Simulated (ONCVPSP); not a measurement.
## u(r) = r·R(r): atom against pseudo-atom (Al)

Columns: radius, all-electron u(r) and pseudo u(r) of the 3p shell (level -5.70 eV) of aluminium in the configuration [Ne] 3s2 3p0.5; PBE, scalar-relativistic, ONCV scheme, ONCVPSP 4.0.1.

| r (bohr) | all-electron | pseudo |
| --- | --- | --- |
| 0.138 | -0.1227 | 0.0052 |
| 0.275 | -0.2225 | 0.0206 |
| 0.413 | -0.2296 | 0.0455 |
| 0.550 | -0.1748 | 0.0788 |
| 0.688 | -0.0889 | 0.1195 |
| 0.825 | 0.0072 | 0.1654 |
| 0.963 | 0.1039 | 0.2155 |
| 1.100 | 0.1939 | 0.2672 |
| 1.238 | 0.2756 | 0.3196 |
| 1.375 | 0.3466 | 0.3702 |
| 1.513 | 0.4082 | 0.4182 |
| 1.650 | 0.4599 | 0.4616 |
| 1.788 | 0.5027 | 0.5001 |
| 1.925 | 0.5362 | 0.5321 |
| 2.062 | 0.5614 | 0.5575 |
| 2.200 | 0.5789 | 0.5761 |
| 2.338 | 0.5893 | 0.5878 |
| 2.475 | 0.5936 | 0.5931 |
| 2.613 | 0.5925 | 0.5924 |
| 2.750 | 0.5869 | 0.5869 |
| 2.888 | 0.5774 | 0.5774 |
| 3.025 | 0.5649 | 0.5649 |
| 3.162 | 0.5499 | 0.5499 |
| 3.300 | 0.5329 | 0.5329 |
| 3.438 | 0.5144 | 0.5144 |
| 3.575 | 0.4950 | 0.4950 |

How many radial nodes do the two functions have?

The all-electron 3p function has n − l − 1 = 1; the pseudo-wave has 0, since the states of the same l below it are removed with the core.

At about which radius was the pseudo-wave matched?

2.75 bohr, where the columns begin to agree (steps of 0.14 bohr).

Is the pseudo-wave norm-conserving?

Yes: the ONCV scheme keeps the norm inside the radius equal to the all-electron one, which fixes the energy derivative of the logarithmic derivative at the level.
